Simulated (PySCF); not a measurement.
Computed Raman spectrum (relative Raman activity) of a molecule GeH₈N₂Si. Coordinates come from a PBE-D3(BJ)/def2-SVP optimisation. One conformer was computed; it need not be the lowest. Method: PySCF with PBE-D3(BJ)/def2-SVP. Frequencies are harmonic and unscaled.

Lines under 2 % of the strongest are left out, and lines within 2 cm⁻¹ are merged.

```csv
ν (cm⁻¹),relative intensity
353,4.7
557,3.3
626,7.6
655,4.9
684,2.7
711,4.6
767,8.9
849,5.6
887,4.2
941,5.6
1497,2.8
1504,2.3
1965,75
2066,100
2071,28
2162,56
3425,60
3473,67
3519,33
3567,37
```

Pick the molecule that these values belong to.
(A) N[SiH](N)[GeH3]
(B) N[SiH2][GeH2][NH2]
(C) [NH2][GeH2][NH][SiH3]
(D) [NH2][GeH]([NH2])[SiH3]

B, N[SiH2][GeH2][NH2]
